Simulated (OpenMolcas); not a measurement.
Co²⁺.

| Quantity | Value |
| --- | --- |
| Program | OpenMolcas |
| Method | CASSCF |
| Basis | ANO-RCC-VQZP [7s6p4d3f2g1h] |
| Scalar Hamiltonian | DKH2, point nucleus |
| Active space | 7 electrons in 10 orbitals (3d 4d) |
| State averaging | 2S+1 = 4 even, 10 roots; 2S+1 = 2 even, 40 roots |
| Spin-orbit coupling | state interaction with AMFI integrals over the reference wave functions, term energies averaged over their components |

Levels without dynamic correlation, in cm-1 above 3d7 4F 9/2:

```csv
Level,E
3d7 4P 5/2,18244
3d7 2G 9/2,19011
3d7 2H 11/2,24976
3d7 2P 3/2,24987
3d7 2D 5/2(1),27078
3d7 2F 5/2,42952
```

On this reference, MS-CASPT2, IPEA 0.25 Eh, imaginary shift 0.1 Eh (closed shells correlated: 3s 3p) puts 3d7 4P 5/2 at 15470 cm-1.

Estimate the other levels at that method by one scale factor, and say how well it serves.

The factor is 15470 / 18244 = 0.848. Scaled values beside those that MS-CASPT2 gives and measured ones (Sugar and Corliss, J. Phys. Chem. Ref. Data 10, 1097 (1981)):
| Level | Scaled | MS-CASPT2 | Miss (%) | Measured |
| --- | --- | --- | --- | --- |
| 3d7 2G 9/2 | 16121 | 17170 | -6.1 | 16978 |
| 3d7 2H 11/2 | 21180 | 23250 | -8.9 | 22720 |
| 3d7 2P 3/2 | 21189 | 20340 | +4.2 | 20195 |
| 3d7 2D 5/2(1) | 22962 | 23550 | -2.5 | 23059 |
| 3d7 2F 5/2 | 36423 | 37540 | -3.0 | 37021 |
For these levels the scaled values miss MS-CASPT2 by up to 8.9 %, as correlation changes each term by its own factor, spin-orbit parts do not scale and CASPT2 has its own spread within terms. This holds within one configuration; levels of others move differently, and the target method has errors of its own against measurement.

CASPT2 breaks the degeneracy within a term, and the mean is taken; among the terms shown or strongly mixed into the levels shown the widest spread is 1200 cm-1 (3d7 4F, MS-CASPT2). Active for correlation alone: 4d; no level in the range computed is led by a configuration that fills it, so any true level of that kind is missing. Without dynamic correlation excited terms often stand tens of per cent too high (terms of higher spin than the ground term too low), and those without a measured partner can miss by more than the paired ones (holds for CASSCF). The CASPT2 spread within a term exceeds the gap to the next term for 3d7 2H and 3d7 2D(1), so the order of their levels is uncertain (holds for MS-CASPT2). Measured partners are found by configuration, term and J. A level has none where our copy of the source lacks it or the pairing is in doubt (some pairs that miss far off the trend of their configuration count as doubtful), and it then counts in no deviation. Only configurations of the active space appear.

A number in round brackets counts repeated terms of one configuration in the order of the reference energies.
